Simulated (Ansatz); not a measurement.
Cartesian coordinates in Å:
```
C -1.812 -0.518 -1.597
N -0.896 -0.356 -0.525
Nb 0.210 -0.354 0.821
C 2.122 0.016 -0.122
N -0.266 1.260 1.840
F 0.271 -1.993 1.774
H -1.357 -0.210 -2.545
H -2.135 -1.560 -1.697
H -2.705 0.098 -1.440
H 2.905 0.124 0.639
H 2.381 -0.835 -0.762
H 2.116 0.914 -0.743
H -0.982 1.933 1.619
H 0.149 1.480 2.737
```

Total charge 0; spin multiplicity 1. Nb: def2 effective core potential.

Task: List the B3LYP/def2-TZVPP orbital energies in eV (Ansatz). (Estimate.)

Result: The calculation gave: Occupied: -670.58, -389.30, -389.05, -277.58, -275.89, -64.55, -39.48, -39.19, -38.85, -30.37, -22.73, -22.62, -18.12, -16.87, -13.50, -11.98, -11.87, -11.70, -11.67, -11.33, -10.82, -10.73, -10.56, -10.51, -7.99, -7.64, -7.16, -6.99. Lowest empty: -1.13, -0.60, -0.31, -0.24, 0.56, 0.65, 0.81, 0.97.

B3LYP here is the variant with VWN-RPA as its local correlation; programs differ in this.
